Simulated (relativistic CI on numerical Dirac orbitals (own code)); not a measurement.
**Ligand-field terms of d8**

Computed with a parametric ligand-field model of a d^n configuration (Racah B and C, spin-orbit zeta, crystal field), exact diagonalisation.

Field parameters in Wybourne normalisation: Oh B⁴₀ = 21Dq, B⁴₄ = √(5/14) B⁴₀. The field is a parameter set, without covalency.

B = 320 cm⁻¹, C = 1570 cm⁻¹ (C/B = 4.91), Oh, no spin-orbit coupling. Tanabe-Sugano data, E/B above the lowest term (Δ = |10Dq|; b, c mark the second and third term of a kind):

```csv
Δ/B,3A2,3T2,3T1,1E,1T2,1A1
1.0,0.00,1.00,1.79,15.54,16.21,22.59
3.0,0.00,3.00,5.29,16.39,18.81,23.97
5.0,0.00,5.00,8.68,16.81,21.23,25.17
7.0,0.00,7.00,11.92,17.05,23.52,26.19
9.0,0.00,9.00,15.00,17.20,25.73,27.07
11.0,0.00,11.00,17.92,17.30,27.88,27.83
13.0,0.00,13.00,20.68,17.38,30.00,28.48
15.0,0.00,15.00,23.29,17.43,32.09,29.04
17.0,0.00,17.00,25.79,17.47,34.17,29.54
19.0,0.00,19.00,28.19,17.51,36.23,29.97
21.0,0.00,21.00,30.51,17.54,38.28,30.34
23.0,0.00,23.00,32.78,17.56,40.32,30.68
25.0,0.00,25.00,35.00,17.58,42.36,30.98
27.0,0.00,27.00,37.18,17.60,44.39,31.24
29.0,0.00,29.00,39.34,17.61,46.42,31.48
31.0,0.00,31.00,41.47,17.62,48.44,31.70
33.0,0.00,33.00,43.58,17.63,50.46,31.89
35.0,0.00,35.00,45.68,17.64,52.48,32.07
37.0,0.00,37.00,47.77,17.65,54.50,32.23
39.0,0.00,39.00,49.84,17.66,56.51,32.38
41.0,0.00,41.00,51.91,17.67,58.53,32.51
43.0,0.00,43.00,53.97,17.67,60.54,32.64
45.0,0.00,45.00,56.03,17.68,62.55,32.76
47.0,0.00,47.00,58.08,17.69,64.56,32.86
```

The ground term stays 3A2.
